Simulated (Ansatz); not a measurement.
**Cost against result**

Saddle point of SiNH$_{5}$BrCl, singlet (SiNH₄Cl ([NH2][SiH2][Cl]) + HBr → SiNH₄Br ([NH2][SiH2][Br]) + HCl; bonds formed: Si1–Br7, Cl2–H6; bonds broken: Si1–Cl2, H6–Br7), PBE0-D4/def2-TZVP structure:

```xyz
9
angstrom
Si -0.3505 -0.4616 -0.0030
Cl 1.8212 -1.3124 0.9547
H -0.1654 -1.6410 -0.8876
H -1.2639 -0.8487 1.0852
N -0.6924 0.7136 -1.1629
H 1.6018 -0.0632 1.5470
Br 0.4567 1.4368 1.5850
H -0.6915 0.4747 -2.1406
H -0.7159 1.7016 -0.9778
```

Barriers are electronic and count from the start structure reached by relaxing down the imaginary mode.

Ansatz 0.2.0; basis: as named in each row; cores frozen in the correlated methods. Filled d shells of the heavier atoms are correlated. The def2 sets are not built for correlating such inner shells, so the correlated values are less sure here. B3LYP uses VWN-RPA correlation. Extrapolation: Hartree–Fock as exp(−7.88 √X), correlation as X^−2.97.

Times are rough, for one single point on 8 threads of a shared host (Arm Neoverse V2).

The estimate by CCSD(T) at an estimated basis limit (MP2 extrapolated from triple and quadruple zeta, plus CCSD(T) − MP2 in triple zeta) is 141.4 kJ/mol.

| method | basis | time (s) | barrier (kJ/mol) | method less estimate |
| --- | --- | --- | --- | --- |
| HF | STO-3G | under 1 | 265.4 | 124.0 |
| PBE-D4 | STO-3G | under 1 | 121.8 | -19.6 |
| SPW92 | def2-SVP | under 1 | 85.7 | -55.8 |
| PBE-D4 | def2-SVP | under 1 | 107.7 | -33.7 |
| B3LYP-D4 | 6-31G | under 1 | 128.9 | -12.5 |
| PBE0-D4 | def2-SVP | under 1 | 126.1 | -15.3 |
| SPW92 | def2-TZVPP | under 1 | 84.3 | -57.1 |
| PBE-D4 | def2-TZVPP | 1 | 105.6 | -35.9 |
| BLYP-D4 | def2-TZVPP | 1 | 120.9 | -20.6 |
| B3LYP-D4 | def2-TZVPP | 2 | 134.1 | -7.4 |
| BHLYP-D4 | def2-TZVPP | 2 | 153.1 | 11.7 |
| CAM-B3LYP-D4 | def2-TZVPP | 2 | 144.9 | 3.5 |
| PBE0-D4 | def2-TZVPP | 2 | 122.9 | -18.5 |
| r2SCAN-D4 | def2-TZVPP | 2 | 119.6 | -21.9 |
| RPA on PBE | def2-TZVPP | 2 | 145.7 | 4.3 |
| wB97M-V | def2-SVP | 3 | 137.6 | -3.9 |
| CCSD(T) | def2-SVP | 3 | 162.3 | 20.8 |
| r2SCAN0-D4 | def2-TZVPP | 3 | 130.7 | -10.8 |
| B2PLYP | def2-TZVPP | 3 | 141.9 | 0.5 |
| PBE-QIDH | def2-TZVPP | 3 | 136.6 | -4.8 |
| wB97X-V | def2-TZVPP | 4 | 144.1 | 2.6 |
| wB97M-V | def2-TZVPP | 4 | 136.2 | -5.3 |
| B97M-V | def2-TZVPP | 4 | 141.1 | -0.4 |
| MP2 | def2-QZVPP | 11 | 136.5 | -5.0 |
| CCSD(T) | def2-TZVPP | 76 | 147.1 | 5.7 |

All methods are single points on the PBE0-D4 structures.

T1 diagnostic: at most 0.010.

Labels in which every atom is bracketed show which atoms are joined, not bond orders.
